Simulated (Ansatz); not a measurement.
Geometry optimisation, RKS PBE-D4/STO-3G (Ansatz 0.2.0).

input.yaml

```yaml
crystal:
  periodic: [false, false, false]
  atoms:
    - { symbol: Cl, position_ang: [-2.4492, -0.3533, 1.1942] }
    - { symbol: Si, position_ang: [-0.9927, 0.9278, 0.5481] }
    - { symbol: C, position_ang: [-0.0605, 0.0498, -0.7943] }
    - { symbol: Si, position_ang: [-1.18706, -0.89873, -1.95029] }
    - { symbol: S, position_ang: [0.33491, -1.61848, -0.57435] }
    - { symbol: H, position_ang: [-0.1734, 1.2662, 1.7462] }
    - { symbol: H, position_ang: [-1.6158, 2.1579, 0.0312] }
    - { symbol: H, position_ang: [0.70518, 0.58409, -1.23153] }
    - { symbol: H, position_ang: [-2.50114, -1.41491, -1.46067] }
    - { symbol: H, position_ang: [-0.70993, -1.17405, -3.29373] }
basis:
  gaussian: { orbitals: STO-3G }
hamiltonian:
  xc: pbe
  dispersion: d4
relax:
  f_tol: 0.015
  max_steps: 40
```

Command:

```bash
$ ansatz run input.yaml --threads 1 --pin off --max-ram 2048MiB --backend cpu --events-out ev --progress --plain --runs-dir out
```

Q: Where does it end, and by what steps?

A: The run converged. The force dipped under the threshold on the way, but the program's further checks kept it going. Limits of this set-up: minimal basis. After 11 steps the energy has fallen by 0.830 eV; Si4 moved furthest, 0.30 Å.

```tsv
step	energy less start (eV)	largest force component (eV/Å)	accepted
0	0.0000	3.335	yes
1	-0.7028	1.371	yes
2	-0.8088	0.376	yes
3	-0.8255	0.137	yes
4	-0.8268	0.108	yes
5	-0.8288	0.032	yes
6	-0.8290	0.009	yes
7	-0.8292	0.013	yes
8	-0.8299	0.032	yes
9	-0.8229	0.276	no
10	-0.8301	0.011	yes
11	-0.8302	0.006	yes
```

```xyz
10
Properties=species:S:1:pos:R:3
Cl -2.638 -0.162 1.306
Si -0.993 0.969 0.599
C -0.178 0.059 -0.820
Si -1.052 -1.166 -1.921
S 0.463 -1.678 -0.557
H -0.102 1.155 1.741
H -1.521 2.263 0.174
H 0.554 0.719 -1.326
H -2.439 -1.501 -1.636
H -0.743 -1.132 -3.344
```

Whether the end is a true minimum wasn't checked by a vibrational analysis.

Time of the run: 34 s on 1 thread of Arm Neoverse V2 (shared host), peak memory 0.15 GiB.
